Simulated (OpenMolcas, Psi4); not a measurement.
A ladder of methods for GaHCl2O (SMILES [OH][Ga]([Cl])[Cl])

GaHCl2O has 5 atoms, charge 0, and is taken as a singlet. As SMILES, `[OH][Ga]([Cl])[Cl]`. Geometry: relaxed at PBE0-D4/def2-TZVP.

Each level gives the HOMO–LUMO gap (eV). The values are calculated.

```json
{"level": "HF/def2-SVP", "kind": "Hartree–Fock", "program": "OpenMolcas", "value (eV)": "14.70"}
{"level": "SVWN5/def2-SVP", "kind": "LDA", "program": "OpenMolcas", "value (eV)": "5.24"}
{"level": "BLYP/def2-SVP", "kind": "GGA", "program": "OpenMolcas", "value (eV)": "5.22"}
{"level": "r2SCAN/def2-SVP", "kind": "meta-GGA", "program": "OpenMolcas", "value (eV)": "6.04"}
{"level": "B3LYP/def2-SVP", "kind": "global hybrid", "program": "OpenMolcas", "value (eV)": "7.21"}
{"level": "TPSSh-D3(BJ)/def2-SVP (density fitting)", "kind": "hybrid meta-GGA", "program": "Psi4", "value (eV)": "6.62"}
{"level": "wB97X-D/def2-SVP (density fitting)", "kind": "range-separated hybrid", "program": "Psi4", "value (eV)": "11.48"}
{"level": "B2PLYP/def2-SVP", "kind": "double hybrid", "program": "OpenMolcas", "value (eV)": "10.34"}
```

All-electron rows without a relativistic Hamiltonian named are non-relativistic. The values span 5.22 to 14.70 eV. Orbital gaps aren't excitation energies, and those of double hybrids come from the SCF part alone; they tend to grow with the share of exact exchange.
